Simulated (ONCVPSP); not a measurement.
**Transferability test, ONCV potential for In (Z = 49)**

- Element: indium (In)
- Generator: ONCVPSP 4.0.1
- Type: optimised norm-conserving Vanderbilt (ONCV)
- Functional: PBE
- Relativity: fully relativistic
- Frozen core: [Ar] 3d10
- Valence charge: 21
- Reference configuration: 4s2 4p6 4d10 5s1 5p2
- Partial waves: 4s+5s: rc 1.50 bohr, ncon 4, nbas 7, qcut 8.6 1/bohr, 2 projectors; 4p+5p: rc 1.75 bohr, ncon 4, nbas 9, qcut 9 1/bohr, 2 projectors; 4d: rc 1.70 bohr, ncon 3, nbas 8, qcut 8.8 1/bohr, 3 projectors, debl 3 Ha
- Local potential: polynomial inside 1.05 bohr (lpopt 4, dvloc0 0 Ha)
- Core correction: none

Open shells are filled in proportion to 2j + 1.

Energies are relative to the spin-unpolarised reference configuration 4s2 4p6 4d10 5s1 5p2; without spin polarisation the order of configurations can differ from experiment.

| valence configuration | charge | ΔE all-electron (eV) | error AE − PS (meV) |
| --- | --- | --- | --- |
| 4s2 4p6 4d10 5s2 5p1 | 0 | -5.829 | -0.2 |
| 4s2 4p6 4d10 5s2 5p0 | +1 | -0.455 | +0.1 |

(1) What are ΔE and the potential's error for 4s2 4p6 4d10 5s1 5p0?

(2) What are ΔE and the potential's error for 4s2 4p6 4d10 5s1 5p1?

Levels in the configuration 4s2 4p6 4d10 5s1 5p0:

```tsv
level	all-electron (eV)	pseudo (eV)
4s j=1/2	-137.634	-137.661
4p j=3/2	-94.092	-94.105
4p j=1/2	-100.739	-100.754
4d j=5/2	-36.173	-36.177
4d j=3/2	-37.046	-37.050
5s j=1/2	-23.668	-23.669
```

Answers

(1) ΔE = 18.781 eV all-electron; the error (AE − PS) is +0.2 meV.

(2) ΔE = 6.125 eV all-electron; the error (AE − PS) is +0.1 meV.
